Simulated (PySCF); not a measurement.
Geometries of 2 isomers of C2H4BF2N, from PBE0-D3(BJ)/def2-SVP geometry optimisation, gas phase in PySCF. One conformer each, no zero-point energy, no frequencies.

Question: Which is lower in electronic energy at this level?
A.
```xyz
10
angstrom
N     -1.772    0.933   -0.348
C     -0.997    0.107    0.220
C      0.189   -0.464   -0.486
B      1.559   -0.049    0.148
F      1.643    0.426    1.377
F      2.692   -0.189   -0.512
H     -2.511    1.228    0.297
H     -1.129   -0.225    1.269
H      0.165   -1.570   -0.437
H      0.164   -0.189   -1.551
```
B.
```xyz
10
angstrom
C      1.485    0.225    0.043
N      0.359    1.102    0.178
C     -0.842    0.681    0.101
B     -1.417   -0.768   -0.142
F     -2.713   -0.948    0.015
F     -0.713   -1.824   -0.506
H      2.115    0.339    0.940
H      2.102    0.588   -0.795
H      1.259   -0.842   -0.110
H     -1.621    1.454    0.234
```

Answer: A. That is `FB(F)C/C=N/[H]`, 12.4 kcal/mol below the other.

```csv
SMILES,atoms numbered as above,E (Eh),relative (kcal/mol),relative (kJ/mol),dipole (D)
[H]/N=C/CB(F)F,[H]/[N:1]=[CH:2]/[CH2:3][B:4]([F:5])[F:6],-357.37362,0.0,0.0,1.88
C/N=C\B(F)F,[CH3:1]/[N:2]=[CH:3]\[B:4]([F:5])[F:6],-357.35383,12.4,51.9,0.84
```

As drawn, the lower has an N–H bond, which the higher lacks.
